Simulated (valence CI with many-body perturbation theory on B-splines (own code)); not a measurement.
## Ni¹⁵⁺ in brief

Method: valence CI with perturbative core correlation (CI+MBPT): three valence electrons over a frozen Dirac-Fock core [Ne], a basis of 11 s, 11 p, 9 d, 7 f, 5 g, 2 h, 1 i functions for each j, with the one-electron correlation potential Σ1 (screened to all orders), the two-electron term Σ2, the three-electron term Σ3, Breit, model QED; selected single and double excitations, second order for the rest (own B-spline code, finite nucleus).

No measured levels were compared; by estimate levels of excited configurations hold to 0.05 to 0.15 % of their energy, terms of the ground configuration to about 0.5 %.

Names give the largest LS component (configuration and term), which can be under half, so a name can repeat, a term be missing and a line seem to break the LS rules; names also repeat where a configuration has a term twice.

Rates and lifetimes use the calculated energies. Strong lines usually hold to 10 to 20 %, long lifetimes can be off by a factor of two.

Task: What is the ground level?

Result: 3s²3p ²P°_1/2, composition 97 % 3s²3p ²P°, g = 0.664.

Task: Where does the other parity begin?

Result: At 3s3p² ⁴P_1/2, 259390 cm⁻¹.

Task: Name the longest-lived excited levels whose lifetime is computed, and their main decay.

Result: 3s²3p ²P°_3/2 at 27775 cm⁻¹ lives 5.17 ms, mostly by M1 to 3s²3p ²P°_1/2. The lifetime of 3s3p3d ⁴F°_9/2 is too uncertain to give, and may be longer.

Task: What are the static dipole polarisabilities of the lowest levels?

Result: 3s²3p ²P°_1/2 0.231; 3s²3p ²P°_3/2 0.234 (tensor 0.023) bohr³, of which the core gives 0.00393.

Task: Among levels below 1280600 cm⁻¹, which E1 lines absorb most strongly from the ground level?

Result: to 3s²3d ²D_3/2 at 18.52 nm, f = 0.423; to 3s3p² ²S_1/2 at 23.94 nm, f = 0.220; to 3s3p² ²P_3/2 at 21.82 nm, f = 0.134.
